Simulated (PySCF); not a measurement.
Sn(H)3(SMe) (CH₆SSn), SMILES C[S][SnH3].

Coordinates come from a B3LYP-D3(BJ)/def2-SVP optimisation. The def2 effective core potentials stand for the cores of Sn; spin–orbit coupling is left out.

The numbers are results of C-PCM-M06-2X/def2-SVP in PySCF 2.14.0, not measurements.

The values are the electrostatic part of the solvation free energy, E(continuum) − E(gas) at the gas-phase geometry, in a cavity of scaled van der Waals radii (PySCF's table); cavitation and dispersion terms are not included. A continuum can't describe solvent molecules that bind to the metal. In vacuum the orbital gap is 8.27 eV. The dipole moment in vacuum is 1.65 D.

Estimate the values in water (ε = 78.36), methanol (ε = 32.61), 1-octanol (ε = 9.86). (An estimate is asked for; the answer gives what the named calculation found.)


```
solvent        ε  ΔG(elec) (kcal/mol)  dipole (D)  gap (eV)
---------  -----  -------------------  ----------  --------
water      78.36                 -3.0        2.30      8.53
methanol   32.61                 -2.9        2.28      8.52
1-octanol   9.86                 -2.7        2.22      8.50
```
